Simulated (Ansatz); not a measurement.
Basis sets compared for (ClBe-mu-NH2)2 (Be₂N₂Cl₂H₄). The state is a singlet with charge 0. Geometry PBE-D4/def2-SVP. Ansatz on 4 threads of Intel Xeon on a shared host; times are rough, and most runs start from earlier orbitals.

```xyz
10

Be    0.966   -0.589    0.159
Cl    2.482   -1.690    0.141
N     0.656    0.952   -0.501
Be   -0.978    0.524   -0.271
Cl   -2.574    1.206   -0.979
N    -0.637   -0.849    0.680
H     0.989    1.166   -1.452
H     0.983    1.745    0.074
H    -0.790   -0.725    1.694
H    -1.098   -1.741    0.455
```

Binding counts from free atoms (Be singlet, Cl doublet, N quartet, H doublet) in the same basis, without a counterpoise term.

```tsv
level	functions	energy (Eh)	HOMO (eV)	LUMO (eV)	binding per atom (eV)	wall time
HF/STO-3G	42	-1048.2445	-9.52	5.76	3.13	0.89 s
HF/6-31G	70	-1059.7195	-11.44	2.86	2.55	2 s
PBE-D4/def2-SVP	102	-1061.1327	-6.63	-1.22	3.78	2.9 s
PBE0-D4/def2-SVP	102	-1061.2331	-8.06	-0.41	3.70	5 s
```

Q: Estimate the rows for PBE-D4/def2-TZVP, PBE0-D4/def2-TZVP (with forces).

A: 
| level | functions | energy (Eh) | HOMO (eV) | LUMO (eV) | binding per atom (eV) | wall time |
| --- | --- | --- | --- | --- | --- | --- |
| PBE-D4/def2-TZVP | 198 | -1061.6121 | -6.71 | -1.40 | 3.74 | 4.4 s |
| PBE0-D4/def2-TZVP (with forces) | 198 | -1061.7088 | -8.11 | -0.75 | 3.68 | 8 s |
